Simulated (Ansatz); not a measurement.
CHCl (SMILES [CH]Cl) moved off its minimum; all values from Ansatz (a first-principles code), cores frozen in correlated methods.
(charge 0, multiplicity 1)
```xyz
3

C     -1.08324     0.68808     0.14807
Cl     0.41616    -0.31446     0.09566
H     -1.69719    -0.41929    -0.05853
```

Give the forces (eV/Å), the total energy and the dipole at CCSD(T)/aug-cc-pV(T+d)Z.


```json
[
 {"atom": "C1", "Fx": "-0.082", "Fy": "-4.416", "Fz": "-0.669"},
 {"atom": "Cl2", "Fx": "-0.257", "Fy": "1.227", "Fz": "0.168"},
 {"atom": "H3", "Fx": "0.339", "Fy": "3.188", "Fz": "0.501"}
]
```
Energy -498.2177 hartree, dipole 1.09 D.

Doubts at one or more of the structures used: a restricted determinant that unrestricted orbitals would lower (CCSD(T)/aug-cc-pV(T+d)Z).
